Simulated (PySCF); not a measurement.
## Two-photon absorption: SMILES C[Se]c1cncs1, C4H5NSSe

Molfile (atoms numbered from 1):
```
C4H5NSSe
     RDKit          3D

 12 12  0  0  0  0  0  0  0  0999 V2000
   -2.4470   -0.6189   -0.3477 C   0  0  0  0  0  0  0  0  0  0  0  0
   -1.6738    1.1439   -0.1202 Se  0  0  0  0  0  2  0  0  0  0  0  0
    0.1251    0.6355    0.1326 C   0  0  0  0  0  0  0  0  0  0  0  0
    1.1936    1.4744    0.3563 C   0  0  0  0  0  0  0  0  0  0  0  0
    2.4034    0.8669    0.5083 N   0  0  0  0  0  0  0  0  0  0  0  0
    2.2992   -0.4196    0.4082 C   0  0  0  0  0  0  0  0  0  0  0  0
    0.6889   -0.9979    0.1156 S   0  0  0  0  0  0  0  0  0  0  0  0
   -2.2990   -1.2277    0.5543 H   0  0  0  0  0  0  0  0  0  0  0  0
   -2.0194   -1.1205   -1.2262 H   0  0  0  0  0  0  0  0  0  0  0  0
   -3.5220   -0.4621   -0.5072 H   0  0  0  0  0  0  0  0  0  0  0  0
    1.1204    2.5617    0.4156 H   0  0  0  0  0  0  0  0  0  0  0  0
    3.1316   -1.1213    0.4946 H   0  0  0  0  0  0  0  0  0  0  0  0
  1  2  1  0
  2  3  1  0
  3  4  2  0
  4  5  1  0
  5  6  2  0
  6  7  1  0
  7  3  1  0
  1  8  1  0
  1  9  1  0
  1 10  1  0
  4 11  1  0
  6 12  1  0
M  END
```

Theory: TDDFT CAM-B3LYP/aug-cc-pVDZ excited states, vertical, gas phase (PySCF). Geometry: PBE0-D3(BJ)/def2-SVP.

The calculation is non-relativistic, which matters for the atoms heavier than Zn.

Q: Give the one- and two-photon strengths of the lowest singlets.

A: δ for parallel linear polarisation; σ at the peak of a Lorentzian of half width 0.1 eV, single beam; Ω is circular over linear.
| state | E (eV) | f | photon λ (nm) | δ (au) | σ (GM) | Ω | main |
| --- | --- | --- | --- | --- | --- | --- | --- |
| S1 | 4.35 | 0.000 | 570 | 8.44 | 0.06 | 1.50 | HOMO→LUMO 0.52, HOMO→LUMO+6 0.12 |
| S2 | 4.78 | 0.211 | 519 | 311 | 2.60 | 0.81 | HOMO→LUMO+1 0.97 |
| S3 | 5.26 | 0.014 | 472 | 106 | 1.07 | 1.50 | HOMO→LUMO+3 0.62, HOMO→LUMO+7 0.19 |
| S4 | 5.42 | 0.004 | 458 | 1.78 | 0.02 | 1.50 | HOMO→LUMO+2 0.54, HOMO→LUMO 0.14 |
| S5 | 5.55 | 0.001 | 446 | 0.12 | 0.00 | 1.50 | HOMO−2→LUMO+1 0.90 |
| S6 | 5.63 | 0.002 | 440 | 5.08 | 0.06 | 1.50 | HOMO→LUMO+4 0.44, HOMO→LUMO+6 0.18 |

Among these, the strongest one-photon state is S2, the strongest two-photon state S2, with a dipole change of 3.8 D (relaxed, norm of the difference vector).
